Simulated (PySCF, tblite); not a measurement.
Calculations on `C[SiH2][SiH2]S(C)(=O)=O`, in the order of a workflow; each names the level of the geometry that it ran on. Settings lines and outputs come from a driver script.

Species: C2H10O2SSi2.
Atom-mapped SMILES: `[CH3:1][SiH2:2][SiH2:3][S:4]([CH3:5])(=[O:6])=[O:7]` (hydrogens: H8, H9, H10 on C1; H11, H12 on Si2; H13, H14 on Si3; H15, H16, H17 on C5)

Step 1: GFN2-xTB geometry optimisation, gas phase (tblite 0.8.0) (from a force-field or distance-geometry start)
```json
{"job": {"kind": "relax", "xc": "GFN2-xTB", "basis": "xTB"}, "charge": 0, "multiplicity": 1}
```
```
step      E/eV     max force
  0    -657.65912    4.249
  1    -657.95431    1.109
  2    -658.00719    0.426
...
211    -658.38678    0.025
212    -658.38685    0.025
213    -658.38690    0.015
214    -658.38695    0.010
215    -658.38697    0.009
```

Energy lowered by 16.8 kcal/mol over 215 steps; largest atomic force 0.009 eV/Å at the end. «max force» is the largest atomic force in eV/Å.

Hardware: one thread, Intel Xeon 6975P-C (x86_64), shared host with 192 logical CPUs at a one-minute load of 50. Cost: 1.5 s wall.

Step 2: GFN2-xTB harmonic vibrations, gas phase (tblite 0.8.0) (on the GFN2-xTB geometry)
```json
{"job": {"kind": "ir", "xc": "GFN2-xTB", "basis": "xTB"}, "charge": 0, "multiplicity": 1}
```
```
(table of modes left out)
```

45 modes from 29 to 3086 cm⁻¹ (unscaled, harmonic); zero-point energy 71.8 kcal/mol; all wavenumbers are real at this level.

Hardware: Intel Xeon 6975P-C, one thread, on a shared host. Cost: 0.62 s of wall time.

Step 3: PBE0-D3(BJ)/def2-SVP geometry optimisation, gas phase (PySCF 2.14.0) (from the GFN2-xTB geometry)
```json
{"job": {"xc": "PBE0", "basis": "def2-SVP", "d3": "d3bj", "grid": 1, "kind": "geom"}, "charge": 0, "multiplicity": 1}
```
```
step   0  E = -1208.65567458  max force = 0.025916
step   1  E = -1208.66891929  max force = 0.021159
step   2  E = -1208.67784653  max force = 0.015386
step   3  E = -1208.68093427  max force = 0.010067
...
step  15  E = -1208.68637217  max force = 0.000659
step  16  E = -1208.68639140  max force = 0.001026
step  17  E = -1208.68639347  max force = 0.000819
step  18  E = -1208.68640838  max force = 0.000314
optimisation converged
```

Final energy -1208.68641 Eh after 18 steps; dipole 4.23 D. Energies in Eh; «max force» is the largest Cartesian gradient component in Eh/bohr.

Hardware: one thread, Intel Xeon 6975P-C (x86_64), on a shared host. Cost: 2.1 min wall, 0.84 GiB resident at most.

Final geometry (PBE0-D3(BJ)/def2-SVP):
```
atom  x, y, z in Å
C1    -3.3895    0.0260   -0.3159
Si2   -1.6673   -0.5447   -0.8171
Si3   -0.0376    0.3010    0.6420
S4     1.7663   -0.0247   -0.6358
C5     3.2557    0.2386    0.3207
O6     1.7292   -1.4539   -0.9902
O7     1.7474    0.9980   -1.6903
H8    -3.4655    1.1236   -0.3371
H9    -4.1361   -0.3811   -1.0156
H10   -3.6483   -0.3214    0.6957
H11   -1.2954   -0.0459   -2.1725
H12   -1.5573   -2.0319   -0.7753
H13    0.1610   -0.4735    1.9039
H14   -0.1190    1.7590    0.9544
H15    3.3136    1.2932    0.6187
H16    3.2637   -0.4382    1.1845
H17    4.0722   -0.0122   -0.3720
```

 (This holds for the electronic-property runs.)

One conformer stands for the species.
